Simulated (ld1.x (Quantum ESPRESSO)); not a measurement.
# Debugging a pseudopotential input (Zn (Z = 30), ld1.x (Quantum ESPRESSO) 7.5)

Command:

```bash
ld1.x < Zn.in > Zn.out
```

Input:

```
&input
   title='Zn', zed=30., rel=1, dft='PBESOL', iswitch=3,
   config='[Ne] 3d10 4s1.5 4p0.5',
   nld=3, rlderiv=3.15, eminld=-3.0, emaxld=5.0, deld=0.02
 /
 &inputp
   pseudotype=2, tm=.false., lloc=0,
   nlcc=.true., new_core_ps=.true., rcore=0.70,
   file_pseudopw='Zn.UPF', file_wfcaegen='ae.wfc', file_wfcncgen='nc.wfc', file_beta='beta', file_chi='chi'
 /
3
4P  2  1   0.50   0.00  2.90  2.90  0.0
3D  3  2  10.00   0.00  1.35  1.35  0.0
4S  1  0   1.50   0.00  1.60  1.60  0.0
 &test
   configts(1)='3d10 4s1.5 4p0.5'
 /
```

This is an input that runs to its end, with one change: core typed as [Ne] in place of [Ar].

Problem. How does the run end?

Solution. The program runs through. The occupied levels of the test differ from the all-electron ones by at most 0.00003 Ry (unchanged input: 0.00000 Ry). The valence charge becomes 20 in place of 12, so this is not the intended potential. All-electron levels move: 3d -15.396 Ry (was -0.833), 4s -9.342 Ry (was -0.497), 4p -8.227 Ry (was -0.120).

```

     Computing logarithmic derivative in   3.13482

       Warning: n=3, l=2 expected 0 nodes, found 1
       Setting wfc to zero for this iteration
       (This warning will only be printed once per wavefunction)

     Computing logarithmic derivative in   3.13482
     Computing the partial wave expansion
       no projector for channel:   0
     R is outside the sphere for l=    1 j= 0.00
     R is outside the sphere for l=    2 j= 0.00

     ---------------------- Testing the pseudopotential ----------------------

     Zn
     scalar relativistic calculation

     atomic number is 30.00   valence charge is 20.00
     dft =PBESOL   lsd =0 sic =0 latt =0  beta=0.20 tr2=1.0E-14
     mesh =1201 r(mesh) =  99.36527 xmin = -7.00 dx = 0.01250

     n l     nl             e AE (Ry)        e PS (Ry)    De AE-PS (Ry)
     3 2     3D   1(10.00)      -15.39585      -15.39585       -0.00000
     1 0     4S   1( 1.50)       -9.34214       -9.34217        0.00003
     2 1     4P   1( 0.50)       -8.22742       -8.22742       -0.00000

     eps = 7.2E-15  iter = 12

     Etot =   -3478.538375 Ry,   -1739.269188 Ha,  -47327.925648 eV
     Etotps =  -322.329988 Ry,    -161.164994 Ha,   -4385.522902 eV

     Ekin =     220.434600 Ry,     110.217300 Ha,    2999.165518 eV
     Encl =    -364.178394 Ry,    -182.089197 Ha,   -4954.899466 eV
     Ehrt =     156.735262 Ry,      78.367631 Ha,    2132.491878 eV
     Ecxc =     -24.016199 Ry,     -12.008099 Ha,    -326.757027 eV
     (Ecc =      -0.430112 Ry,      -0.215056 Ha,      -5.851973 eV)
     Epseu=    -311.305258 Ry,    -155.652629 Ha,   -4235.523805 eV

     ---------------------- End of pseudopotential test ----------------------
```
